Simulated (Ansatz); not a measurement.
Stepwise reaction of `C[N](C)[Mg][N](C)C` with ammonia, as a gas-phase model of exchange steps in deposition or etching. ΔE in kJ/mol.

Computed with Ansatz on PBE0-D4/def2-TZVP structures; ΔE is electronic, products minus reactants. CCSD(T)/CBS is the MP2 limit (def2-TZVPP, def2-QZVPP) plus CCSD(T) − MP2 in def2-TZVPP, frozen cores. This one scheme is used for every species. Functionals use def2-TZVPP. B3LYP here is the variant with VWN-RPA as its local correlation; programs differ in this. For Mg outer-core shells are correlated without core-valence functions, which leaves a few kJ/mol of doubt a bond. Each species was taken in one conformer, which may not be the lowest.

| step | reaction | PBE-D4 | B3LYP-D4 | ωB97M-V | CCSD(T)/CBS |
| --- | --- | --- | --- | --- | --- |
| 2 | `C[N](C)[Mg][NH2]` + NH₃ → `[NH2][Mg][NH2]` + `CNC` | -9.9 | -12.6 | -15.0 | -10.5 |

Question: Give the row of step 1, `C[N](C)[Mg][N](C)C` + NH₃ → `C[N](C)[Mg][NH2]` + `CNC`. (An estimate is asked.)

Answer: Ansatz gave: 
| step | reaction | PBE-D4 | B3LYP-D4 | ωB97M-V | CCSD(T)/CBS |
| --- | --- | --- | --- | --- | --- |
| 1 | `C[N](C)[Mg][N](C)C` + NH₃ → `C[N](C)[Mg][NH2]` + `CNC` | -9.8 | -12.4 | -14.8 | -9.4 |

Question: By hand: ΔE of the 2 steps together at CCSD(T)/CBS.

Answer: (-9.4) + (-10.5) = -19.9 kJ/mol, or -9.9 kJ/mol a step.

In ΔE the steps differ by no more than 1.1 kJ/mol. All are downhill at CCSD(T)/CBS. PBE-D4 differs from CCSD(T)/CBS by -0.4 to 0.6 kJ/mol a step. Isolated molecules leave out the surface, adducts and barriers. Largest T1 diagnostic: 0.011.
